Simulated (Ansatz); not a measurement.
A run for Ansatz (a program for electronic structure): R-B3LYP/def2-TZVPP on YF, 2S+1 = 1, a spin state set in the input, which need not be the lowest, a point of a bond scan (R = 1.929 Å). Elements past Kr take the def2 small-core potentials; no spin–orbit coupling.

Ansatz 0.2 input:
```yaml
crystal:
  periodic: [false, false, false]
  atoms:
    - {symbol: Y, position_ang: [0.00000000, 0.00000000, 0.00000000]}
    - {symbol: F, position_ang: [0.00000000, 0.00000000, 1.92949200]}
basis:
  gaussian:
    orbitals: def2-TZVPP
    pivot_positions_ang: [[0.00000000, 0.00000000, 0.00000000], [0.00000000, 0.00000000, 1.92949200]]
hamiltonian:
  xc: {name: B3LYP}
output: {forces: true, orbitals: {seedname: ./end}}
```

Program output:

```
WARN ansatz: RAYON_NUM_THREADS=1 ignored (pool sized by the plan → 1); use --threads N
Functional definition: B3LYP
integrals: 0.02 GiB planned
523 factors; their error is unknown
mean field: 0.20 GiB planned
mean field evaluation 1: about -3758.8275 eV, gradient 4.6e1 eV
mean field evaluation 2: about -3713.5088 eV, gradient 1.7e2 eV
mean field evaluation 4: about -3762.2230 eV, gradient 3.5e0 eV
mean field evaluation 8: about -3762.2751 eV, gradient 2.5e-2 eV
mean field -3762.27511716 eV, -138.2610603938 hartree, gradient 1.5e-5 eV, S^2 0.000000; 0 other end points of the search recorded, 0 dependent functions left out
the calculation of the forces begins
reference -3762.27529671 eV, -138.2610669922 hartree; 10, 10 occupied and 77, 77 virtual orbitals, 523 factors
Total energy: -3762.27529671 eV, -138.2610669922 hartree
Atom 0 at     0.000000     0.000000     0.000000 Å, force     0.000000    -0.000000    -0.164287 eV/Å
Atom 1 at     0.000000     0.000000     1.929492 Å, force    -0.000000     0.000000     0.164287 eV/Å
Dipole moment:    -0.000000     0.000000    -0.427531 e Å
```

The calculation finished and met its thresholds.

Cost: around 1.1 core-seconds (rough).
